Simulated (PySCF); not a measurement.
# Basis-set dependence of population analyses: `BC#CC=C`

C₄H₅B.
Cartesian coordinates in Å at the PBE0-D3(BJ)/def2-SVP level; atoms count from 1:
```
atom  x, y, z in Å
B1     2.6655    0.1423   -0.1729
C2     1.1669    0.2262   -0.1986
C3    -0.0596    0.2855   -0.2107
C4    -1.4747    0.3750   -0.2392
C5    -2.2770   -0.4143    0.4948
H6     3.3285    0.9208   -0.8158
H7     3.2129   -0.7047    0.4919
H8    -1.9145    1.1360   -0.8950
H9    -1.8643   -1.1796    1.1569
H10   -3.3636   -0.3077    0.4482
```

PBE0 throughout (PySCF), one geometry, spherical d and f functions. Isolated species at its PBE0-D3(BJ)/def2-SVP geometry, gas phase. Atoms taken as equivalent share a column and are averaged. The first 7 of 9 kinds of atom are listed.

Mulliken charges (e):

```tsv
basis	functions	B1	C2	C3	C4	C5	H6/H7	H8
pcSseg-0	55	+0.192	-0.303	-0.147	-0.182	-0.356	+0.022	+0.262
6-31G*	80	-0.082	-0.192	+0.225	-0.219	-0.339	+0.002	+0.206
cc-pVDZ	95	+0.021	-0.142	+0.167	-0.205	+0.032	-0.025	+0.053
def2-SVP	95	-0.005	-0.269	+0.226	-0.113	-0.025	-0.019	+0.075
aug-cc-pVDZ	160	-1.189	-0.124	+0.163	+1.053	+0.543	+0.418	-0.543
6-311+G(2d,p)	165	-0.138	+0.099	+0.043	-0.131	-0.301	+0.005	+0.136
def2-TZVP	185	-0.073	+0.104	-0.065	-0.260	-0.196	+0.027	+0.142
cc-pVTZ	220	-0.053	-0.223	+0.152	-0.114	-0.206	+0.016	+0.145
IGLO-III	225	+0.229	-0.125	-0.103	-0.089	-0.180	-0.044	+0.109
```

IAO charges (e):

```
        basis  functions      B1      C2      C3      C4      C5   H6/H7      H8
     pcSseg-0         55  -0.017  -0.140  +0.010  -0.159  -0.237  +0.024  +0.168
       6-31G*         80  +0.010  -0.152  +0.009  -0.153  -0.239  +0.017  +0.166
      cc-pVDZ         95  -0.007  -0.147  +0.007  -0.154  -0.242  +0.023  +0.168
     def2-SVP         95   0.000  -0.145  +0.009  -0.152  -0.233  +0.019  +0.164
  aug-cc-pVDZ        160  -0.004  -0.149  +0.006  -0.156  -0.252  +0.023  +0.172
6-311+G(2d,p)        165  -0.003  -0.151  +0.007  -0.157  -0.251  +0.023  +0.172
    def2-TZVP        185  -0.003  -0.151  +0.008  -0.156  -0.252  +0.023  +0.172
      cc-pVTZ        220  -0.004  -0.151  +0.008  -0.156  -0.252  +0.023  +0.172
     IGLO-III        225  -0.004  -0.151  +0.007  -0.157  -0.253  +0.023  +0.173
```

Hirshfeld charges (e):

```csv
basis,functions,B1,C2,C3,C4,C5,H6/H7,H8
pcSseg-0,55,+0.134,-0.119,-0.018,-0.021,-0.042,-0.055,+0.058
6-31G*,80,+0.132,-0.120,-0.022,-0.025,-0.046,-0.052,+0.062
cc-pVDZ,95,+0.132,-0.120,-0.017,-0.026,-0.046,-0.052,+0.061
def2-SVP,95,+0.132,-0.119,-0.014,-0.028,-0.048,-0.052,+0.061
aug-cc-pVDZ,160,+0.135,-0.123,-0.018,-0.036,-0.054,-0.049,+0.067
"6-311+G(2d,p)",165,+0.139,-0.126,-0.021,-0.035,-0.049,-0.050,+0.066
def2-TZVP,185,+0.134,-0.123,-0.018,-0.034,-0.052,-0.050,+0.066
cc-pVTZ,220,+0.133,-0.122,-0.016,-0.032,-0.052,-0.051,+0.065
IGLO-III,225,+0.134,-0.123,-0.018,-0.035,-0.053,-0.049,+0.066
```

ESP-fitted charges (e):

```csv
basis,functions,B1,C2,C3,C4,C5,H6/H7,H8
pcSseg-0,55,+0.448,-0.318,+0.017,-0.019,-0.370,-0.142,+0.137
6-31G*,80,+0.354,-0.230,-0.027,-0.005,-0.350,-0.120,+0.131
cc-pVDZ,95,+0.346,-0.248,-0.021,-0.006,-0.325,-0.111,+0.128
def2-SVP,95,+0.346,-0.236,-0.031,+0.001,-0.321,-0.113,+0.124
aug-cc-pVDZ,160,+0.371,-0.270,-0.007,-0.006,-0.365,-0.117,+0.133
"6-311+G(2d,p)",165,+0.366,-0.269,-0.007,-0.008,-0.381,-0.115,+0.137
def2-TZVP,185,+0.363,-0.261,-0.014,+0.001,-0.376,-0.116,+0.133
cc-pVTZ,220,+0.367,-0.266,-0.012,-0.001,-0.361,-0.117,+0.131
IGLO-III,225,+0.375,-0.277,-0.002,-0.004,-0.368,-0.118,+0.131
```

Question: Which scheme is steadiest as the basis changes?

Answer: Largest range over the bases for any column: Hirshfeld 0.02 e, IAO 0.03 e, ESP-fitted 0.10 e, Mulliken 1.42 e. Hirshfeld charges move least and Mulliken charges most, counted in e.

Question: How much do the charges still move between the two largest bases, cc-pVTZ and IGLO-III?

Answer: At most, over all atoms: Mulliken 0.282 e, IAO 0.001 e, Hirshfeld 0.002 e, ESP-fitted 0.012 e.

Question: What do the same runs give for the total energy, the frontier levels and the dipole moment?

Answer: 
| basis | energy (Eh) | HOMO (eV) | LUMO (eV) | μ (D) |
| --- | --- | --- | --- | --- |
| pcSseg-0 | -179.5659 | -7.77 | -2.59 | 2.42 |
| 6-31G* | -179.9465 | -7.39 | -2.27 | 2.43 |
| cc-pVDZ | -179.9601 | -7.52 | -2.47 | 2.37 |
| def2-SVP | -179.8189 | -7.59 | -2.53 | 2.36 |
| aug-cc-pVDZ | -179.9672 | -7.62 | -2.59 | 2.32 |
| 6-311+G(2d,p) | -179.9977 | -7.64 | -2.60 | 2.34 |
| def2-TZVP | -180.0123 | -7.63 | -2.58 | 2.35 |
| cc-pVTZ | -180.0089 | -7.61 | -2.56 | 2.37 |
| IGLO-III | -180.0160 | -7.64 | -2.60 | 2.32 |

The dipole is fixed by the density alone, so its range of 0.11 D shows that the density itself changes with the basis, not only its division among atoms.
